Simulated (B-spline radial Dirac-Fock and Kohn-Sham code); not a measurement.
# Run log: Rh⁶⁺

ΔSCF core binding energies without Breit or QED terms, calculated with a radial finite-basis atomic code. Keys: rel is the Hamiltonian (dirac, or spin-free x2c and nr, where L3 and M5 stand for the whole 2p and 3d shells), method is hf or an exchange,correlation pair (spin-unpolarised, also for the hole states), nuc the nuclear model, radius_factor scales its radius, rmax is the box in bohr, h the logarithmic mesh step, order the B-spline order, points the quadrature points per cell, c_factor scales the speed of light, and damp, ndamp, maxit and tol steer the iteration. The run stops when the commutator error falls below 10·tol·max(1, Z/10), or the numerical noise floor, and the energy has settled to about 1e-8 Ha; the virial ratio is −V/T.

Input (task.json):

```json
{"items": [{"Z": 45, "q": 6, "cfg": [[1, 0, 2], [2, 0, 2], [2, 1, 6], [3, 0, 2], [3, 1, 6], [3, 2, 10], [4, 0, 2], [4, 1, 6], [4, 2, 3]], "A": 103, "rrms": 4.4945, "do": "settings", "holes": ["K", "L3", "M5"],
  "settings": [{"rel": "dirac", "method": "hf", "nuc": "fermi", "radius_factor": 1.0, "rmax": 45.0, "h": 0.3, "order": 8, "points": 10, "c_factor": 1.0, "maxit": 75, "damp": 0.5, "ndamp": 3, "tol": 1e-14}]}]}
```

Command: `python xray2_run.py task.json out`

Ground-state iterations:

```
iter   energy (Ha)        error
   1    -4765.37627938  1.59e+00
   2    -4772.83096484  3.43e-01
   3    -4773.77932200  8.61e-02
   4    -4773.86949427  2.77e-02
   5    -4773.87877818  1.33e-02
   6    -4773.88010130  1.26e-03
   7    -4773.88011349  9.98e-05
   8    -4773.88011357  7.79e-06
   9    -4773.88011357  3.84e-07
  10    -4773.88011357  2.70e-08
```

The ground state converged in 10 iterations, with total energy -4773.88011 Ha, virial ratio 1.95893 and highest orbital energy -96.22 eV. ΔSCF binding energies: K (1s) 23398.2 eV, L3 (2p3/2) 3121.3 eV, M5 (3d5/2) 416.7 eV.

One setting is outside the advised range (tolerance below the noise), but here it does no visible harm: the result matches the run with default settings.
